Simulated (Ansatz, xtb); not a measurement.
A geometry optimisation of B2FNO with r2SCAN-D4/def2-SVP

The starting geometry of this gas-phase triplet was built from a drawn formula by distance geometry and a force field; its bonds are those of `[B]N1OB1F`.

```tsv
atom	x (Å)	y (Å)	z (Å)
B	-1.3430	0.4381	-1.0968
B	-1.2321	-1.7197	0.0575
F	-2.1942	-1.8173	1.1463
N	-0.4382	-0.7036	-0.7882
O	-0.9475	-1.8325	-1.3424
```

Problem. Predict what it relaxes into with r2SCAN-D4/def2-SVP.

Solution. A bond breaks, giving a structure given below by its coordinates. Distances that change by over a tenth: B1–N4 (1.49 → 1.26 Å). Contacts that open: N4–O5 (1.36 → 2.35 Å).

The energy falls by 5.40 eV over 11 steps:

| step | E − E(last) (eV) |
| --- | --- |
| 1 | 5.397 |
| 2 | 3.946 |
| 3 | 2.379 |
| 4 | 0.958 |
| 5 | 0.258 |
| 7 | 0.042 |
| 8 | 0.004 |
| 9 | 0.000 |
| 10 | 0.000 |
| 11 | 0.000 |

Final geometry (Å):

```yaml
atoms:
  - { symbol: B, position_ang: [-0.8510, 0.8361, -1.1189] }
  - { symbol: B, position_ang: [-1.3374, -1.6293, -0.1979] }
  - { symbol: F, position_ang: [-1.8103, -1.9446, 1.0044] }
  - { symbol: N, position_ang: [-1.1020, -0.2971, -0.6233] }
  - { symbol: O, position_ang: [-1.0544, -2.6001, -1.0880] }
```

From the same start GFN2-xTB reaches the same bonding as this run.

The end wasn't checked by frequencies. Open shells are spin-unrestricted. The triplet needn't be the ground state. Run with Ansatz 0.2.0, 41 s on 1 thread of Intel(R) Xeon(R) 6975P-C (Granite Rapids), on a shared host.
